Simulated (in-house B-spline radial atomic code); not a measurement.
A fraction x of an electron is moved 3d → 4s in Se⁵⁺, starting from [Ar] 3d10 4s1 and keeping the highest spin. Level of theory: scalar-relativistic (X2C) BLYP, spin-polarised, spherical fractional occupations, Fermi nucleus of rms radius 4.14 fm; calculated with a radial B-spline atomic code at the basis-set limit.

```
    x  E(x) - E(0) (eV)  3d down level (eV)  4s down level (eV)
    0            0.0000            -121.332                   -
0.125            5.8477            -122.751             -75.482
 0.25                 ?                   ?                   ?
0.375           17.8983            -125.617             -76.500
  0.5                 ?                   ?                   ?
0.625           30.4022            -128.510             -77.594
 0.75           36.8233            -129.966             -78.144
0.875           43.3581            -131.428             -78.691
    1           50.0080            -132.896             -79.232
```

(1) What belongs in the row x = 0.25?

(2) What belongs in the row x = 0.5?

(3) Check Janak's theorem between x = 0.625 and 0.75.

## Answers

(1) An energy change of 11.8154 eV; 3d down at -124.180 eV, 4s down at -75.973 eV.

(2) An energy change of 24.0941 eV; 3d down at -127.060 eV, 4s down at -77.044 eV.

(3) The slope of the energy is 51.37 eV; the orbital levels give 51.37 eV (ε of the receiving orbital less ε of the emptying one, averaged over the two points).
